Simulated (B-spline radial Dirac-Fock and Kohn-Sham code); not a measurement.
# Tl¹²⁺: scattering cross sections and density moments

System: thallium as Tl¹²⁺, configuration [Xe] 4f14 5d1.

Model: Dirac-Fock orbitals of the configuration average with a finite nucleus. Program: a B-spline atomic structure program.

| Item | Value |
| --- | --- |
| Sum of ⟨r⟩ | 26.03 bohr |
| Sum of ⟨r²⟩ | 16.63 bohr² |
| Sum of ⟨1/r⟩ | 624.15 per bohr |
| Langevin diamagnetic susceptibility | -13.2 × 10⁻⁶ cm³/mol |
| Lamb shielding (α²/3)Σ⟨1/r⟩ | 11080 ppm |

Coherent scattering is the Thomson cross section weighted by f₀², without anomalous dispersion; incoherent scattering is Klein-Nishina weighted by S. The Lamb formula is the non-relativistic shielding expression. Electron correlation is left out.

| hν (keV) | coherent (b) | incoherent (b) | incoherent per electron (b) |
| --- | --- | --- | --- |
| 2 | 3028 | 0.8933 | 0.0129 |
| 5 | 2481 | 4.077 | 0.0591 |
| 8.0478 | 1898 | 7.490 | 0.109 |
| 20 | 761.1 | 16.72 | 0.242 |
| 50 | 214.8 | 25.78 | 0.374 |
| 200 | 20.60 | 25.64 | 0.372 |
| 500 | 3.761 | 19.38 | 0.281 |
| 1000 | 0.9829 | 14.40 | 0.209 |

Incoherent scattering overtakes coherent scattering between 50 and 200 keV.

Values without a named source are computed, but for edge energies of neutral atoms, which are taken from tables.
